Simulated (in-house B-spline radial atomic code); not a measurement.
Excitations of neutral zinc by several methods

Full response, energies in eV; labels give the largest channel, * marks a mixed state, a dash one above the method's threshold, and an imaginary frequency an unstable closed-shell reference. Computed with a B-spline radial code for spherical atoms: linear response of the closed shell [Ar] 3d10 4s2 with each method's own kernel (bare exchange for TDHF, static screening on G0W0 levels for BSE, the adiabatic kernel for functionals); scalar-relativistic (spin-free one-electron X2C), finite nucleus, no spin-orbit coupling, no double excitations, S, P, D and F terms only; shells from n = 2 respond. Only terms of natural parity with L up to 3 were computed.

```
           method  4s → 4p 3P  4s → 4p 1P  α (bohr³)
             TDHF       2.202       4.981      50.85
   BSE on G0W0@HF       4.229       6.195      39.69
         LDA VWN5       4.370       5.755      36.19
              PBE       4.017       5.567      38.28
             PBE0       3.710       5.486      40.76
  B3LYP (VWN-RPA)       4.081       5.583      38.58
        CAM-B3LYP       3.945       5.598      39.02
          LC-wPBE       3.344       5.491      41.39
            wB97X           ?           ?          ?
            HSE06       3.813       5.562       39.8
        BHandHLYP       3.739       5.447       41.6
             BLYP       4.270       5.587      37.01
           PBEsol       4.024       5.614      37.89
             BP86       4.063       5.655      37.54
LDA exchange-only       3.613           -      39.19
            B97-1           ?           ?          ?
             RPBE       3.863       5.447      39.67
             OLYP       3.762       5.237      40.98
```

What does B97-1 give?

4s → 4p 3P: 4.264; 4s → 4p 1P: 5.507; α: 40.17 (eV, bohr³).

What does wB97X give?

4s → 4p 3P: 4.504; 4s → 4p 1P: 5.600; α: 39.43 (eV, bohr³).

How do the methods fare for 4s → 4p 3P against experiment?

The measured term average is 4.054 eV (NIST). Among the methods with a real root, errors run from -1.85 eV (TDHF) to +0.45 eV (wB97X); BP86 is closest (+0.01 eV).

How do the methods fare for 4s → 4p 1P against experiment?

The measured term average is 5.796 eV (NIST). Among the methods with a real root, errors run from -0.81 eV (TDHF) to +0.40 eV (BSE on G0W0@HF); LDA VWN5 is closest (-0.04 eV).
